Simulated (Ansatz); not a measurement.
Program: Ansatz. Geometries: PBE0-D4/def2-TZVP. ΔE: electronic, gas phase. CBS: MP2 limit from def2 TZ/QZ plus the TZ coupled-cluster correction, frozen cores. DFT in def2-TZVPP. B3LYP here is the variant with VWN-RPA as its local correlation; programs differ in this. def2 core potentials past Kr. For I outer-core shells are correlated without core-valence functions, which leaves a few kJ/mol of doubt a bond. Each species was taken in one conformer, which may not be the lowest.

`[SiH3]C(Cl)I` + `CC(O)O` → `CC(O)O[SiH3]` + `ClCI`  (ligand exchange at the Si–C bond)

Question: Is it downhill or uphill in electronic energy at CCSD(T)/CBS, and by how much? (An estimate is asked.)

Answer: Computed: Downhill: ΔE = -18.6 kcal/mol.

Question: What do these levels give: r2SCAN-D4, PBE, PBE0, B3LYP, HF/def2-TZVPP, MP2/def2-TZVPP, CCSD/def2-TZVPP, CCSD(T)/def2-TZVPP, HF/def2-QZVPP, SCS-MP2/def2-QZVPP, HF/CBS(def2), MP2/CBS(def2)? (An estimate is asked.)

Answer: Ansatz gave: r2SCAN-D4 -19.3, PBE -17.2, PBE0 -18.2, B3LYP -21.0, HF/def2-TZVPP -24.8, MP2/def2-TZVPP -18.7, CCSD/def2-TZVPP -19.9, CCSD(T)/def2-TZVPP -19.0, HF/def2-QZVPP -25.2, SCS-MP2/def2-QZVPP -19.8, HF/CBS(def2) -25.2, MP2/CBS(def2) -18.2 kcal/mol.

Largest T1 diagnostic among the species: 0.011.

In def2-TZVPP, CCSD(T) changes the Hartree–Fock value by +5.8 kcal/mol (the triples alone add +0.9 kcal/mol) and MP2 by +6.1 kcal/mol. The D4 term adds +0.9 kcal/mol with B3LYP and +0.4 kcal/mol with PBE0; it sums over pairs of atoms, weighted by their polarisabilities, and B3LYP, whose exchange is more repulsive, gets the larger term. From PBE to PBE0 (25 % exact exchange), in def2-TZVPP and without D4, ΔE moves by −1.0 kcal/mol.
